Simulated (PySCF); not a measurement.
# Two-component Hartree-Fock for In(2+) (indium, charge +2)

Start: [Kr] 4d9 5s2; 4d3/2 filled at m_j = -3/2, -1/2, +1/2, +3/2; 4d5/2 filled at m_j = -3/2, -1/2, +1/2, +3/2, +5/2. Calculated with PySCF 2.14 in x2c-SVPall-2c with one added diffuse shell each of s, p type (7s9p4d, 54 functions): generalised Hartree-Fock with the X2C-1e Hamiltonian and a Gaussian nucleus; one run each with spin-orbit coupling (SO) switched off, then screened by Boettger's factors. This is a chosen level, not necessarily the ground level.

```json
{"spinor shell": "1s1/2", "electrons": "2", "ε, spin-free (eV)": "-28107.0", "ε, screened SO (eV)": "-28104.6", "weight of nominal j (screened SO)": "1.000", "rms radius, screened SO (bohr)": "0.0341"}
{"spinor shell": "2s1/2", "electrons": "2", "ε, spin-free (eV)": "-4323.6", "ε, screened SO (eV)": "-4322.9", "weight of nominal j (screened SO)": "1.000", "rms radius, screened SO (bohr)": "0.139"}
{"spinor shell": "2p1/2", "electrons": "2", "ε, spin-free (eV)": "-3877.8", "ε, screened SO (eV)": "-4024.2", "weight of nominal j (screened SO)": "1.000", "rms radius, screened SO (bohr)": "0.120"}
{"spinor shell": "2p3/2", "electrons": "4", "ε, spin-free (eV)": "-3877.8", "ε, screened SO (eV)": "-3810.6", "weight of nominal j (screened SO)": "1.000", "rms radius, screened SO (bohr)": "0.125"}
{"spinor shell": "3s1/2", "electrons": "2", "ε, spin-free (eV)": "-882.77", "ε, screened SO (eV)": "-882.58", "weight of nominal j (screened SO)": "1.000", "rms radius, screened SO (bohr)": "0.371"}
{"spinor shell": "3p1/2", "electrons": "2", "ε, spin-free (eV)": "-732.87", "ε, screened SO (eV)": "-760.18", "weight of nominal j (screened SO)": "1.000", "rms radius, screened SO (bohr)": "0.364"}
{"spinor shell": "3p3/2", "electrons": "4", "ε, spin-free (eV)": "-732.87", "ε, screened SO (eV)": "-720.23", "weight of nominal j (screened SO)": "1.000", "rms radius, screened SO (bohr)": "0.376"}
{"spinor shell": "3d3/2", "electrons": "4", "ε, spin-free (eV)": "-500.62", "ε, screened SO (eV)": "-505.44", "weight of nominal j (screened SO)": "0.999", "rms radius, screened SO (bohr)": "0.350"}
{"spinor shell": "3d5/2", "electrons": "6", "ε, spin-free (eV)": "-500.62", "ε, screened SO (eV)": "-497.22", "weight of nominal j (screened SO)": "0.999", "rms radius, screened SO (bohr)": "0.353"}
{"spinor shell": "4s1/2", "electrons": "2", "ε, spin-free (eV)": "-170.73", "ε, screened SO (eV)": "-170.68", "weight of nominal j (screened SO)": "1.000", "rms radius, screened SO (bohr)": "0.903"}
{"spinor shell": "4p1/2", "electrons": "2", "ε, spin-free (eV)": "-122.95", "ε, screened SO (eV)": "-128.57", "weight of nominal j (screened SO)": "0.989", "rms radius, screened SO (bohr)": "0.964"}
{"spinor shell": "4p3/2", "electrons": "4", "ε, spin-free (eV)": "-122.95", "ε, screened SO (eV)": "-120.30", "weight of nominal j (screened SO)": "0.994", "rms radius, screened SO (bohr)": "0.987"}
{"spinor shell": "4d3/2", "electrons": "4", "ε, spin-free (eV)": "-52.302", "ε, screened SO (eV)": "-53.080", "weight of nominal j (screened SO)": "0.915", "rms radius, screened SO (bohr)": "1.24"}
{"spinor shell": "4d5/2", "electrons": "5", "ε, spin-free (eV)": "-52.302", "ε, screened SO (eV)": "-51.713", "weight of nominal j (screened SO)": "0.932", "rms radius, screened SO (bohr)": "1.24"}
{"spinor shell": "5s1/2", "electrons": "2", "ε, spin-free (eV)": "-28.364", "ε, screened SO (eV)": "-28.362", "weight of nominal j (screened SO)": "1.000", "rms radius, screened SO (bohr)": "2.52"}
```

```json
{"quantity": "E (hartree)", "spin-free": "-5875.61566", "screened SO": "-5876.87977"}
{"quantity": "M_J", "spin-free": "5/2", "screened SO": "5/2"}
{"quantity": "⟨J²⟩", "spin-free": "8.752", "screened SO": "8.752"}
{"quantity": "⟨L²⟩", "spin-free": "6.002", "screened SO": "6.016"}
{"quantity": "⟨S²⟩", "spin-free": "0.750", "screened SO": "0.764"}
```

Each row is a mean over spinors that exchange with the open shell spreads, by up to 6.104 eV (4p3/2).

Breit and QED terms are absent; they matter most for the inner s and p1/2 levels.

Densities and radii are taken from the X2C orbitals without a picture-change correction, which distorts them close to the nucleus.

Without spin-orbit coupling the j labels of p, d and f shells carry no meaning; the spin-free column gives the mean over the occupied spinors of each nl shell.
